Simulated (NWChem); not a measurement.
# BPH4; SMILES BP

```xyz
6

B      0.0029     1.3062     0.0000
H     -0.0684     1.8983    -1.0489
H     -0.0684     1.8983     1.0489
P     -0.0549    -0.5487     0.0000
H      0.7410    -0.9705    -1.0942
H      0.7410    -0.9705     1.0942
```
Atoms are numbered in this order, from 1.

Program: NWChem. Pople sets run with spherical d functions. Coordinates come from a PBE0/def2-SVP optimisation. Level: PBE0/6-31+G*; rows give the wavelength of the field.

```json
[
 {"field": "static", "isotropic polarisability (bohr³)": "40.5", "anisotropy (bohr³)": "22.5"},
 {"field": "1065 nm", "isotropic polarisability (bohr³)": "41.1", "anisotropy (bohr³)": "23.3"},
 {"field": "589 nm", "isotropic polarisability (bohr³)": "(withheld)", "anisotropy (bohr³)": "(withheld)"}
]
```

Problem. Complete the blanks.

Solution. 
- 589 nm, isotropic polarisability (bohr³): 42.8
- 589 nm, anisotropy (bohr³): 25.5
